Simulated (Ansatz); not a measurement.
Total energies of FH$_{6}$NSi$_{2}$ (`N[SiH2][SiH2]F`).

| atom | x (Å) | y (Å) | z (Å) |
| --- | --- | --- | --- |
| N1 | 1.324 | 0.404 | -1.119 |
| Si2 | 0.790 | -0.145 | 0.424 |
| Si3 | -1.552 | -0.024 | 0.453 |
| F4 | -2.125 | -0.810 | -0.833 |
| H5 | 0.887 | 0.037 | -1.949 |
| H6 | 2.302 | 0.582 | -1.280 |
| H7 | 1.210 | -1.529 | 0.808 |
| H8 | 1.341 | 0.769 | 1.464 |
| H9 | -2.131 | -0.661 | 1.666 |
| H10 | -2.046 | 1.376 | 0.366 |

Charge 0, multiplicity 1. The geometry is a stationary point of PBE0-D4/def2-TZVP. It is one conformer, not always the lowest. Basis def2-TZVPP, the Gaussian-basis code of Ansatz.

RPA on PBE orbitals: Hartree–Fock energy of these orbitals -735.36862 Eh, correlation -1.20301 Eh (frozen core).

```json
{"functional": "B3LYP", "energy without D4 (Eh)": "-737.40694", "D4 term (kJ/mol)": "-30.5"}
{"functional": "r2SCANh", "energy without D4 (Eh)": "-737.21887", "D4 term (kJ/mol)": "-4.9"}
```

(1) Give the same for LDA (SPW92), PBE, revPBE, BLYP, r2SCAN, B97M-V, PBE0, r2SCAN0, HSE06 (plane-wave form), BHLYP, CAM-B3LYP, LC-ωPBE, ωB97X-V, ωB97M-V, B2PLYP, PBE-QIDH. (An estimate is asked.)

B3LYP takes the VWN-RPA correlation (the form of Gaussian; ORCA's B3LYP/G). HSE06 is the plane-wave form, built on full-range PBE exchange. The double hybrids freeze the cores in their second-order part.

Answers

(1) The calculation gave: 
```tsv
functional	energy without D4 (Eh)	D4 term (kJ/mol)
LDA (SPW92)	-733.90609	–
PBE	-736.88343	-18.8
revPBE	-737.17819	-53.6
BLYP	-737.31647	-40.9
r2SCAN	-737.22996	-4.6
B97M-V	-737.16311	–
PBE0	-736.94912	-16.0
r2SCAN0	-737.20328	-5.4
HSE06 (plane-wave form)	-736.92851	-15.0
BHLYP	-737.29189	-24.4
CAM-B3LYP	-737.32464	-16.4
LC-ωPBE	-737.09215	–
ωB97X-V	-737.21525	–
ωB97M-V	-737.25633	–
B2PLYP	-737.01769	–
PBE-QIDH	-736.76291	–
```

LC-ωPBE has ω = 0.4 bohr⁻¹.
